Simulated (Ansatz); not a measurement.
Forces away from equilibrium

GaF2 (SMILES [F][Ga][F]), doublet, displaced at random from a GFN2-xTB minimum.

```csv
atom,x (Å),y (Å),z (Å)
F1,-1.4830,0.5391,-0.7590
Ga2,0.1659,0.5326,0.1283
F3,1.2831,-1.0373,0.7024
```

Program: Ansatz 0.2.0. Basis: def2-TZVPP. Cores are frozen in the correlated methods; orbitals are unrestricted. Filled d shells of the heavier atoms are correlated. The def2 sets are not built for correlating such inner shells, so the correlated values are less sure here.

CCSD(T) forces from the calculation:
```
atom      Fx      Fy  Fz (eV/Å)
  F1   2.034  -0.207      1.091
 Ga2  -0.046  -2.294     -0.065
  F3  -1.988   2.500     -1.027
```

(1) Which atom feels the largest CCSD(T) force, and how large is it?

No T1 diagnostic of these runs exceeds 0.020. ⟨S²⟩ of the unrestricted Hartree–Fock references: 0.76 (a pure state has 0.75). These are differences at one structure, and CCSD(T) in triple zeta is itself an approximation.

## Answers

(1) F3, 3.36 eV/Å, along (-0.59, 0.75, -0.31).

Root-mean-square difference of the force components from those of CCSD(T): PBE0-D4 0.161; wB97M-V 0.136; r2SCAN-D4 0.159; PBE-D4 0.461; revPBE-D4 0.545; SPW92 0.175 eV/Å.

For scale, one of the runs: CCSD(T)/def2-TZVPP forces, 110 basis functions (an equivalent command: `ansatz run in.yaml --threads 4`). Hardware: 4 CPU threads, shared host. Wall time 75 s; peak host memory 1.6 GiB.
